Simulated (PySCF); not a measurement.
Working with the constants of MgBe

r²SCAN constants of MgBe, ¹Σ⁺ (singlet), closed shell (PySCF, no relativity, basis sets Mg pcseg-1, Be pcseg-1; masses 23.9850 and 9.0122 u):

| Property | Result |
| --- | --- |
| ωe | 169.1 cm⁻¹ |
| ωexe | 3.84 cm⁻¹ |
| Be | 0.27046 cm⁻¹ |
| αe | 0.00706 cm⁻¹ |
| D (centrifugal) | 2.77e-06 cm⁻¹ |
| De to Mg + Be | 0.165 eV |

Question: Give the band origin of the fundamental and the first lines of its P and R branches.

Answer: ν0 = ωe − 2ωexe = 161.4 cm⁻¹, B0 = 0.26693, B1 = 0.25987 cm⁻¹.

| J″ | P(J″) − ν0 | R(J″) − ν0 |
| --- | --- | --- |
| 0 |  | 0.520 |
| 1 | -0.534 | 1.025 |
| 2 | -1.082 | 1.517 |
| 3 | -1.644 | 1.994 |
| 4 | -2.219 | 2.456 |
| 5 | -2.809 | 2.904 |
| 6 | -3.413 | 3.338 |

Question: Near which J would the R branch turn back, without centrifugal distortion?

Answer: At J ≈ (B0 + B1)/(2(B0 − B1)) − 1 ≈ 36.

Closed-shell solutions of metal pairs were not tested for spin polarisation, which can lower them a little. The bond is weak. Basis-set superposition, not corrected here, can be much of De in a small basis, most of all at correlated wavefunction levels. Functionals without a dispersion term scatter widely for such bonds, and LDA overbinds them.
